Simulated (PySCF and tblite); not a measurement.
C5H5NO2S, numbered as in [CH3:1][O:2][c:3]1[n:4][c:5]([CH:6]=[O:7])[cH:8][s:9]1.

First level. Conformers came from 90 starts (ETKDG and KDG, MMFF94s, GFN2-xTB); geometries are GFN2-xTB. Energies: PBE0-D3(BJ)/pcSseg-1, with GFN2-xTB thermal terms (modes under about 100 cm⁻¹ blended into free rotors). Symmetry numbers and mirror images are counted. Conformers within 2.5 kcal/mol (GFN2-xTB free energy) were kept, 4 at most. GIAO shieldings: PBE0/pcSseg-1. Shifts are against TMS (¹H), TMS (¹³C), NH3 (¹⁵N) at the same level. (PySCF 2.14, tblite 0.8.)

It gives, at 298.15 K, with 2 conformers (largest weight 100 %): ¹H: 10.15 (H6, 1H), 7.68 (H8, 1H), 4.25 (H1, 3H) ppm. ¹³C: 189.6 (C6), 180.3 (C3), 152.2 (C5), 129.6 (C8), 60.1 (C1) ppm. ¹⁵N: 286.0 (N4) ppm.

Second level: GFN2-xTB geometries, energies B3LYP-D3(BJ)/6-31+G* (IEF-PCM, cyclohexane), shieldings LC-wPBE/pcSseg-1 (IEF-PCM, cyclohexane), on up to 4 of the same conformers.

Problem. How do the averaged shifts change?

Solution. 
```csv
signal,first,second,change (ppm)
H1,4.25,4.30,0.05
H6,10.15,10.07,-0.08
H8,7.68,7.85,0.17
C1,60.1,60.7,0.7
C3,180.3,187.7,7.4
C5,152.2,154.6,2.4
C6,189.6,200.7,11.1
C8,129.6,136.1,6.5
```

The largest weight becomes 100 %.

Unscaled ¹⁵N shifts at such levels can be off by tens of ppm; differences between conformers or isomers are more reliable. Shifts are unscaled: against experiment ¹³C can be off by 15 ppm or more and ¹H by 0.8 ppm.


¹⁵N shifts are against a computed isolated NH3 molecule, about 20 ppm from the liquid.

Conformer gaps in pcSseg-1 on xTB geometries can be 2 kcal/mol off for S=O, P=O and other polar bonds.